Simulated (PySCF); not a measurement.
Compound: H6O2Si2.
SMILES: `[SiH2](O)O[SiH3]`

Torsions of this conformer, `[OH:1][SiH2:2][O:3][SiH3:4]`: O1–Si2–O3–Si4 -179°, H–O1–Si2–O3 64°.

The closed-shell ground state was solved at several levels (PySCF, density fitting, gas phase, non-relativistic). One conformer (not necessarily the lowest) at the PBE0-D3(BJ)/def2-SVP geometry, without solvent, vibrations or thermal averaging.

```csv
level,basis functions,HOMO (eV),LUMO (eV),gap (eV),dipole (D)
CAM-B3LYP/def2-SVPD,142,-10.00,0.74,10.74,1.31
KT3/pcSseg-2,242,-7.33,-0.94,6.39,1.22
```

What might PBE0/pcSseg-1 (112 basis functions) give for the same quantities?

HOMO -8.59 eV, LUMO 0.33 eV, gap 8.92 eV, dipole 1.40 D.

Over all these levels, which gives the widest orbital gap and which the narrowest?

CAM-B3LYP/def2-SVPD (range-separated hybrid) has the widest, 10.74 eV, and KT3/pcSseg-2 (GGA) the narrowest, 6.39 eV. Functional and basis both differ between the two, so the spread mixes both effects.

How far do the dipole and the HOMO energy spread over the levels?

The dipole runs from 1.22 to 1.40 D (mean 1.31 D) and the HOMO from -10.00 to -7.33 eV.
